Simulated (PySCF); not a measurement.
## Steps of a relaxation of [TmOF]−

[TmOF]− (singlet in the valence; each metal's 4f electrons, 13 of them, lie in its core potential, out of spins and levels). PySCF 2.14.0, RKS PBE0, Tm lcecp-0-SVP with ECP59, O def2-SVP, F def2-SVP; non-relativistic Hamiltonian with scalar-relativistic core potentials where named; density fitting; no spin-orbit coupling. Origin of the start: template. Columns: position (Å) and force (eV/Å). Energies are counted from the last step; some of the 7 steps are shown. Forces carry noise of the integration grid, about 0.01 to 0.03 eV/Å.

Run from Python with OMP_NUM_THREADS=2. Where DIIS fails, smearing, a level shift and second-order steps follow.
It took 8.2 s on 2 threads of Arm Neoverse V1, with other jobs on the host, from the converged density of the start.

```xyz
3
step 0  E = 0.224 eV
Tm    0.0503    0.0000   -0.1444    -2.84    0.00   -1.74
O     1.7862    0.0000    0.6325     2.95    0.00    1.52
F    -1.9514    0.0000    0.7514    -0.11    0.00    0.22
```

```xyz
3
step 2  E = 0.003 eV
Tm    0.0076    0.0000   -0.2101    -0.30    0.00   -0.06
O     1.8324    0.0000    0.6765     0.16    0.00    0.11
F    -1.9548    0.0000    0.7732     0.13    0.00   -0.04
```

```xyz
3
step 4  E = 0.000 eV
Tm   -0.0019    0.0000   -0.2209     0.01    0.00    0.02
O     1.8287    0.0000    0.6846    -0.04    0.00   -0.01
F    -1.9417    0.0000    0.7758     0.03    0.00   -0.01
```

Problem. Where does the relaxation end?

Solution. It converges at step 6 in Cs:
```xyz
3
step 6  E = 0
Tm   -0.0027    0.0000   -0.2253
O     1.8221    0.0000    0.6872
F    -1.9343    0.0000    0.7776
```

Problem. How did the contacts change?

Solution. 
| contact | start (Å) | end (Å) |
| --- | --- | --- |
| Tm1–O2 (O) | 1.902 | 2.040 |
| Tm1–F3 (F) | 2.193 | 2.176 |


An lcecp potential fixes the number of 4f electrons, so in runs with it no electron can move into or out of that shell.
